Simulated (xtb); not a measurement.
Here is a job for xtb.
```
$ xtb mol.xyz --gfn 2 --chrg 1 --uhf 1 --etemp 1000 --json

# file mol.xyz
4

N      0.00000000    -0.00000000     0.00000000
H      0.01502573     1.02772160    -0.01944823
H      0.88265094    -0.52673581     0.01709961
H     -0.89767667    -0.50098579     0.00234863
```

Task: What does this run give for the total energy (a free energy at this electronic temperature), partial charges in atom order?

Result: 
The total energy (a free energy at this electronic temperature) comes out as -3.8408 Eh and the partial charges in atom order is N1 -0.04, H2 0.35, H3 0.35, H4 0.35.
